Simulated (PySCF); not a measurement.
# `O[SiH2]O/C=C\Cl`, C$_{2}$H$_{5}$ClO$_{2}$Si

Geometry:
| atom | x (Å) | y (Å) | z (Å) |
| --- | --- | --- | --- |
| O1 | -2.268 | -0.582 | 0.651 |
| Si2 | -1.585 | 0.367 | -0.469 |
| O3 | 0.029 | 0.513 | -0.248 |
| C4 | 1.100 | -0.160 | -0.674 |
| C5 | 2.342 | 0.119 | -0.297 |
| Cl6 | 2.711 | 1.388 | 0.805 |
| H7 | -2.139 | -0.455 | 1.588 |
| H8 | -1.967 | 1.763 | -0.351 |
| H9 | -1.921 | -0.347 | -1.689 |
| H10 | 0.927 | -0.973 | -1.371 |
| H11 | 3.194 | -0.430 | -0.655 |

Computed with GIAO PBE/pcSseg-1 magnetisability, rotational g tensor and spin-rotation constants, non-relativistic, gas phase in PySCF. Geometry: GFN2-xTB, dihedral held. The dihedral O1–Si2–O3–C4 is held at 90°.

(1) How diamagnetic is it, and how anisotropic?

(2) Split it along the inertial axes a, b, c into diamagnetic and paramagnetic parts about the centre of mass, with the quadrupole moment.

(3) And the rotational g tensor?

Results:

(1) Isotropic -1064 × 10⁻³⁰ J/T², or -64.1 × 10⁻⁶ cm³/mol; principal values -1132, -1052, -1007 × 10⁻³⁰ J/T², anisotropy 110 × 10⁻³⁰ J/T² (root of half the summed squared differences of the principal values). The susceptibility is in cgs units.

(2) 
| axis | χ (10⁻⁶ cm³/mol) | diamagnetic (10⁻⁶ cm³/mol) | paramagnetic (10⁻⁶ cm³/mol) | summed x² of all electrons (Å²) | quadrupole Θ (D Å) |
| --- | --- | --- | --- | --- | --- |
| a | -61.7 | -282.9 | 221.3 | 280.9 | -6.69 |
| b | -63.0 | -1301.4 | 1238.4 | 40.8 | +7.52 |
| c | -67.5 | -1364.6 | 1297.1 | 25.9 | -0.82 |

Anisotropies 2χaa − χbb − χcc = +7.2 and 2χbb − χaa − χcc = +3.0 × 10⁻⁶ cm³/mol. Θ is traceless in Buckingham's convention.

(3) 
```csv
axis,rotational constant (GHz),g,nuclear part,electronic part
a,6.4762,-0.0654,0.6078,-0.6732
b,0.9225,-0.0123,0.5243,-0.5367
c,0.8800,-0.0079,0.5283,-0.5362
```
Asymmetric top; isotopes 12C, 35Cl, 1H, 16O, 28Si; no vibrational averaging.
